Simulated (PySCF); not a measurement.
SMILES Brc1ccc[cH-]1, [C$_{5}$H$_{4}$Br]-, charge -1

Cartesian coordinates in Å; atom numbers follow the order of the lines, from 1:
```xyz
10

Br    2.563   -0.326   -0.101
C     0.663   -0.226    0.036
C    -0.168   -1.304    0.359
C    -1.482   -0.798    0.352
C    -1.434    0.568    0.027
C    -0.089    0.934   -0.172
H     0.149   -2.316    0.569
H    -2.377   -1.373    0.562
H    -2.285    1.235   -0.057
H     0.298    1.910   -0.433
```

Total charge -1.

Theory: quadratic response CAM-B3LYP/def2-TZVPD first hyperpolarisability, Taylor convention, gas phase (PySCF). Geometry: PBE0-D3(BJ)/def2-TZVP.

The calculation is non-relativistic, which matters for the atoms heavier than Zn. For a gas-phase anion, states above the detachment energy (about 1.7 eV, taken as minus the energy of the highest occupied orbital) lie in the continuum and depend on the basis.

Task: Give the tensor of the second harmonic β(−2ω;ω,ω) at 1907 nm in the axes of these coordinates.

Result: In au, Taylor convention; rows are the first index (the induced dipole):
```csv
,xx,yy,zz,xy,xz,yz
x,-260.2,-40.3,+6.8,+11.3,+22.1,+11.1
y,+11.3,+6.6,-2.5,-43.3,+13.9,+1.7
z,+22.8,+1.4,-2.9,+13.8,+15.0,-2.8
```
Norm of βᵢ = ⅓ Σⱼ (βᵢⱼⱼ + βⱼᵢⱼ + βⱼⱼᵢ): 291.4 au, hyper-Rayleigh value 117.6 au.
